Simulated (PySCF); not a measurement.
# Structure from 2D NMR

Compound of formula C₃HF₅. Correlations simulated from computed shifts and couplings:

HSQC (one-bond C–H):
```tsv
δH	δC	¹J(C,H) (Hz)
7.29	152.5	209
```

HMBC (two and three bonds, |J| ≥ 2.5 Hz):
```tsv
δH	δC [abs. J in Hz]
7.29	152.8 [5.0], 127.4 [8.6]
```

Carbons without hydrogens: δ 152.8, 127.4.

One conformer, rapidly exchanging positions averaged, gas phase, no relativistic terms. Geometry: PBE0-D3(BJ)/def2-SVP; B97-2/pcSseg-2 with gauge-including orbitals; spin–spin couplings from B3LYP/pcJ-1; PySCF 2.14.0 with density-fitted response routines.

Shifts are taken against calculated references (same method and geometry level): TMS for ¹H (31.36 ppm) and ¹³C (183.46 ppm).

Exchangeable hydrogens are left out of these lists, and C,H couplings along chains are those of one rotamer, so weak HMBC peaks may be missing or extra.

Q: Which molecule is this?

A: (E)-1,2,3,3,3-pentafluoropropene (F/C=C(/F)C(F)(F)F).

Atoms are numbered as in `[F:1]/[CH:2]=[C:3](/[F:4])[C:5]([F:6])([F:7])[F:8]`. Each H is labelled by its parent atom.

- δC 152.8 is C3, a fully substituted alkene carbon.
- δC 152.5 is C2, an alkene CH (δH 7.29).
- δC 127.4 is C5, a CF3 carbon.
- HMBC from δH 7.29 reaches the proton-free carbons C3, C5.

The data come from this structure; uniqueness wasn't tested.

Common functionals overestimate the size of one-bond C–F couplings by tens of Hz; these are unscaled. Shifts are as computed. Against solution values, carbons near 30 ppm lie about +4 ppm off and those near 130 ppm about +7 ppm. Of 1211 compounds with measured shifts, 218 miss one by over three times the rms of a fit or turn the order of signals round; such compounds aren't used in these exercises.
